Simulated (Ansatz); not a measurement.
Isolated molecules relaxed with PBE0-D4/def2-TZVP in Ansatz; ΔE leaves out vibrations. CBS: MP2 limit from def2 TZ/QZ plus the TZ coupled-cluster correction, frozen cores. Functionals use def2-TZVPP. For Br, Ge, Ti outer-core shells are correlated without core-valence functions, which leaves a few kJ/mol of doubt a bond. Scalar relativity is left out up to krypton. Each species was taken in one conformer, which may not be the lowest.

Reaction (redistribution): `[OH][Ti]([OH])([OH])[SH]` + `[OH][Ge][Br]` → `[OH][Ti]([OH])([OH])[Br]` + `[OH][Ge][SH]`

**Question.** Is it downhill or uphill in electronic energy at CCSD(T)/CBS, and by how much? (Best estimate.)

**Answer.** The calculation gave: Downhill: ΔE = -5.3 kcal/mol.

**Question.** What do these levels give: r2SCAN0, BHLYP, CCSD(T)/def2-SVP, MP2/def2-TZVPP, MP2/def2-QZVPP, CCSD/CBS(def2)? (Best estimate.)

**Answer.** The calculation gave: r2SCAN0 -5.5, BHLYP -4.9, CCSD(T)/def2-SVP -5.8, MP2/def2-TZVPP -6.0, MP2/def2-QZVPP -5.9, CCSD/CBS(def2) -5.3 kcal/mol.

**Question.** What do rigid-rotor, harmonic-oscillator terms from PBE0-D4/def2-TZVP frequencies (298.15 K, 1 bar) make of the CCSD(T)/CBS value? (Best estimate.)

**Answer.** Computed: ΔZPE = +0.3 kcal/mol, ΔH = -5.1 kcal/mol, ΔS = -3 J/(mol·K), ΔG = -4.9 kcal/mol.

Largest T1 diagnostic among the species: 0.025, so the coupled-cluster value is less sure than usual.

From BLYP to BHLYP (50 % exact exchange), in def2-TZVPP and without D4, ΔE moves by −1.0 kcal/mol. Leaving LDA and LC-ωPBE aside and taking each functional with its dispersion term where it has one, the values, not all of them listed here, spread over 1.8 kcal/mol, from PBE-QIDH to BLYP-D4.
